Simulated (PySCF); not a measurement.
C2H4BBr.

```xyz
8

B     -1.0513    -0.5055     0.0000
H     -2.2254    -0.2501     0.0000
Br     0.1233     1.0227     0.0000
C     -0.5101    -1.9499     0.0000
C      0.7942    -2.2848     0.0000
H     -1.2449    -2.7653     0.0000
H      1.1311    -3.3269     0.0000
H      1.5746    -1.5162     0.0000
```

Geometry: B3LYP-D3(BJ)/def2-SVP. This is a generated structure with no PubChem entry under its InChIKey; it may be hypothetical. Other conformers were not sampled.

Method: PySCF with B3LYP/pcSseg-1. Non-relativistic, no solvent.

Q: Give the absolute GIAO shielding of each atom: isotropic value and principal components (ppm). (An estimate is asked for; the answer gives what the named calculation found.)

A: 
| atom | σ(iso) | σ11 | σ22 | σ33 | span |
|---|---|---|---|---|---|
| B1 | 26.6 | -10.2 | -8.3 | 98.4 | 108.6 |
| H2 | 24.4 | 20.6 | 23.2 | 29.5 | 8.9 |
| Br3 | 2151.0 | 1329.3 | 2219.5 | 2904.3 | 1574.9 |
| C4 | 33.1 | -91.6 | 21.2 | 169.8 | 261.3 |
| C5 | 22.5 | -98.2 | 5.2 | 160.4 | 258.6 |
| H6 | 24.3 | 22.1 | 24.1 | 26.9 | 4.8 |
| H7 | 24.7 | 22.7 | 24.4 | 27.0 | 4.3 |
| H8 | 24.2 | 20.9 | 22.4 | 29.4 | 8.5 |
